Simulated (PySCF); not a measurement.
**Sr (strontium, neutral) across methods**

[Kr] 5s2, closed-shell 1S. Calculation: PySCF 2.14, in aug-cc-pwCVTZ-X2C; scalar relativity by spin-free X2C-1e.

| method | E (hartree) | mean ε 4s (eV) | mean ε 4p (eV) | mean ε 5s (eV) | Σ⟨r²⟩ (bohr²) | ⟨S²⟩ |
| --- | --- | --- | --- | --- | --- | --- |
| PBE0 | -3178.97 | -44.195 | -24.824 | -4.047 | 70.04 | 0.000 |
| LC-wPBE | -3178.91 | -47.226 | -27.865 | -5.587 | 70.58 | 0.000 |
| LDA | -3175.12 | -40.901 | -22.865 | -3.640 | 68.49 | 0.000 |
| PBE | -3178.89 | -40.873 | -22.815 | -3.524 | 69.58 | 0.000 |
| r2SCAN | -3179.25 | -42.340 | -23.652 | -3.580 | 70.78 | 0.000 |
| UHF | -3177.35359 | -53.019 | -29.799 | -4.931 | 74.34 | 0.000 |
| wB97X-V | -3179.04 | -46.906 | -27.400 | -5.473 | 70.21 | 0.000 |

Task: Estimate the same row for wB97M-V.

Result: E (hartree) = -3179.04; mean ε 4s (eV) = -46.743; mean ε 4p (eV) = -27.199; mean ε 5s (eV) = -5.481; Σ⟨r²⟩ (bohr²) = 69.72; ⟨S²⟩ = 0.000.
